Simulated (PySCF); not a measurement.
Magnetic susceptibility: (FBNH)3 ring

Geometry:
```json
{"atom": "B1", "x (Å)": "-0.577", "y (Å)": "0.913", "z (Å)": "0.928"}
{"atom": "F2", "x (Å)": "-1.118", "y (Å)": "1.770", "z (Å)": "1.798"}
{"atom": "N3", "x (Å)": "-0.458", "y (Å)": "1.257", "z (Å)": "-0.441"}
{"atom": "B4", "x (Å)": "0.114", "y (Å)": "0.357", "z (Å)": "-1.374"}
{"atom": "F5", "x (Å)": "0.221", "y (Å)": "0.693", "z (Å)": "-2.662"}
{"atom": "N6", "x (Å)": "0.571", "y (Å)": "-0.904", "z (Å)": "-0.918"}
{"atom": "B7", "x (Å)": "0.463", "y (Å)": "-1.271", "z (Å)": "0.446"}
{"atom": "F8", "x (Å)": "0.898", "y (Å)": "-2.462", "z (Å)": "0.864"}
{"atom": "N9", "x (Å)": "-0.113", "y (Å)": "-0.354", "z (Å)": "1.359"}
{"atom": "H10", "x (Å)": "-0.786", "y (Å)": "2.157", "z (Å)": "-0.757"}
{"atom": "H11", "x (Å)": "0.980", "y (Å)": "-1.550", "z (Å)": "-1.575"}
{"atom": "H12", "x (Å)": "-0.194", "y (Å)": "-0.606", "z (Å)": "2.332"}
```

Computed with GIAO B3LYP/def2-SVP magnetisability, rotational g tensor and spin-rotation constants, non-relativistic, gas phase (PySCF). Geometry: GFN2-xTB.

**Question.** What are the magnetisability and the molar susceptibility?

**Answer.** Isotropic -1129 × 10⁻³⁰ J/T², or -68.0 × 10⁻⁶ cm³/mol; principal values -1341, -1024, -1024 × 10⁻³⁰ J/T², anisotropy 317 × 10⁻³⁰ J/T² (root of half the summed squared differences of the principal values). The susceptibility is in cgs units.

**Question.** Split it along the inertial axes a, b, c into diamagnetic and paramagnetic parts about the centre of mass, with the quadrupole moment.

**Answer.** 
| axis | χ (10⁻⁶ cm³/mol) | diamagnetic (10⁻⁶ cm³/mol) | paramagnetic (10⁻⁶ cm³/mol) | summed x² of all electrons (Å²) | quadrupole Θ (D Å) |
| --- | --- | --- | --- | --- | --- |
| a | -61.6 | -711.7 | 650.0 | 157.9 | -1.24 |
| b | -61.6 | -711.7 | 650.0 | 157.9 | -1.24 |
| c | -80.7 | -1340.1 | 1259.3 | 9.8 | +2.48 |

Anisotropies 2χaa − χbb − χcc = +19.1 and 2χbb − χaa − χcc = +19.1 × 10⁻⁶ cm³/mol. Θ is traceless in Buckingham's convention.

**Question.** And the rotational g tensor?

**Answer.** 
```
axis  rotational constant (GHz)        g  nuclear part  electronic part
   a                     1.6790  -0.0188        0.4940          -0.5127
   b                     1.6789  -0.0188        0.4939          -0.5127
   c                     0.8395  -0.0027        0.4940          -0.4967
```
Oblate top; isotopes 11B, 19F, 1H, 14N; no vibrational averaging.
